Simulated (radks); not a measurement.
The argon ion Ar4+, configuration [Ne] 3s2 3p2 (the NIST ground configuration).

All-electron calculation, Dirac Kohn-Sham, AM05, spin-unpolarised, spherical densities, finite nucleus; open shells fill j = l - 1/2 first; Fermi nuclear charge, rms radius 3.4274 fm. Program: a radial shooting solver on a logarithmic mesh with Libxc functionals.

Energy parts (eV):
part                      energy
total                 -14221.946
kinetic                14304.824
electron-nucleus      -33063.613
Hartree                 5286.820
exchange-correlation    -749.976

Orbitals (lengths in bohr, moments of r in powers of bohr; <r^-3> diverges for s and p1/2):
orbital,occ.,eigenvalue (eV),<r^-3>,small-component weight
1s1/2,2,-3181.511,-,4.10e-03
2s1/2,2,-363.8622,-,6.63e-04
2p1/2,2,-299.2152,-,6.43e-04
2p3/2,4,-296.9678,126.1,6.38e-04
3s1/2,2,-81.4135,-,1.41e-04
3p1/2,2,-65.5774,-,1.24e-04
3p3/2,0,-65.3007,15.60,1.23e-04
3d3/2,0,-42.3118,1.230,8.18e-05
3d5/2,0,-42.2894,1.223,8.17e-05
4s1/2,0,-30.7437,-,4.68e-05

The highest occupied level is 3p1/2 at -65.577 eV. Summed over all electrons, <r^2> = 9.168 bohr^2, which gives a Langevin (diamagnetic) susceptibility term of -7.26 x 10^-6 cm^3/mol.
